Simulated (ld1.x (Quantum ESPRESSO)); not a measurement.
## Before and after: TM potential for platinum

```
Element                 : Pt (Z = 78)
Generator               : ld1.x (Quantum ESPRESSO) 7.5
Type                    : norm-conserving Troullier–Martins (Kleinman–Bylander form)
Functional              : PBEsol
Relativity              : scalar-relativistic
Frozen core             : [Xe] 4f14
Valence charge          : 10
Reference configuration : 5d9 6s0.5 6p0 (charge +0.5)
Partial waves           : 6s (bound): rc 2.50 bohr; 6p (bound, empty): rc 2.90 bohr; 5d (bound): rc 2.05 bohr
Local potential         : all-electron potential smoothed inside 1.65 bohr (lloc = -2)
Core correction         : Bessel-smoothed model core inside 1.35 bohr
```

Change: wave 5d (bound): rc 2.05 bohr becomes 5d (bound): rc 2.50 bohr.

Cutoffs: the cutoffs (Ry, on a coarse ladder) from which the occupation-weighted sum of valence levels, in a spherical-Bessel basis at the reference potential, stays within 10 and 1 mRy of its value at 400 Ry; they do not see the model core or the augmentation charge, which bear on the density cutoff. Errors are all-electron minus pseudo energies relative to the spin-unpolarised reference configuration.

Q: Predict the effect on cutoff, ghosts and configuration errors.

A: The potential gets softer (40 Ry and 50 Ry → 35 Ry and 40 Ry); both files keep a bound ghost (s); of the 6 tests that both files solve, the error grows in 0 and shrinks in 3 by more than 15 % and 0.3 meV (median size 20.1 → 21.1 meV); the range in which the d phases agree narrows (upper end at the end of the scan → 1.1). A larger radius leaves more room for a smooth pseudo-wave, so fewer plane waves are needed. That the errors move this way runs against the usual rule that smaller radii transfer better.

| quantity | base | changed |
| --- | --- | --- |
| cutoff, loose | 40 Ry | 35 Ry |
| cutoff, tight | 50 Ry | 40 Ry |
| loose cutoff by channel (10 mRy a level) | s 15 Ry, d 35 Ry | s 15 Ry, d 30 Ry |
| bound ghosts | s | s |
| tests counted (converged, no solver errors) | 6 of 7 | 6 of 7 |
| error for 5d9 6s1 6p0, meV [ΔE -3.71 eV] | -1.8 | -1.1 |
| error for 5d9 6s0 6p0, meV [ΔE 5.51 eV] | -5.9 | -5.0 |
| error for 5d8 6s0 6p0, meV [ΔE 25.51 eV] | -34 | -37 |
| error for 5d8 6s2 6p0, meV [ΔE -2.72 eV] | -79 | -61 |
| error for 5d7 6s0 6p0, meV [ΔE 57.76 eV] | -200 | -188 |
| error for 5d9.5 6s0.5 6p0, meV [ΔE -3.83 eV] | -5.5 | -5.6 |
| s: phases at 3.16 bohr within 0.05 rad from the reference energy up to (Ry; the scan ends near 5) | to the end of the scan | to the end of the scan |
| p: phases at 3.16 bohr within 0.05 rad from the reference energy up to (Ry; the scan ends near 5) | 0.5 | 0.5 |
| d: phases at 3.16 bohr within 0.05 rad from the reference energy up to (Ry; the scan ends near 5) | to the end of the scan | 1.1 |

Base: Tests not counted: 5d8 6s1 6p0 (solver errors, printed error -3.6 eV). Changed file: Tests not counted: 5d8 6s1 6p0 (solver errors, printed error -4.2 eV). A true bound ghost makes a file unfit for plane-wave use even where its test errors are small: the radial tests pick states by their node count and pass the ghost by. Where a test does run into it, the solver fails or the error is huge.
